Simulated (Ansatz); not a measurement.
Frontier orbitals of `F[Si]1(Cl)C[SiH2]1`.

The species carries charge 0 and has multiplicity 1. Geometry: relaxed with PBE0-D4/def2-TZVP. Basis def2-TZVPP, Ansatz.

```csv
functional,HOMO (eV),LUMO (eV),gap (eV)
PBE,-5.97,-1.58,4.39
revPBE,-5.92,-1.49,4.43
r2SCAN,-6.19,-1.32,4.87
B97M-V,-6.23,-1.40,4.83
PBE0,-7.06,-0.71,6.35
B3LYP,-6.87,-0.92,5.95
r2SCAN0,-7.20,-0.56,6.64
CAM-B3LYP,-8.32,0.33,8.65
ωB97M-V,-9.07,1.09,10.16
HF,-9.54,2.53,12.07
```

From PBE to PBE0 the HOMO moves by −1.09 eV and the LUMO by +0.87 eV, and with ωB97M-V by −3.10 and +2.66 eV, so the gap grows from 4.39 to 10.16 eV with exact exchange. A positive LUMO is unbound and depends on the basis.

B3LYP here is the variant with VWN-RPA as its local correlation; programs differ in this.
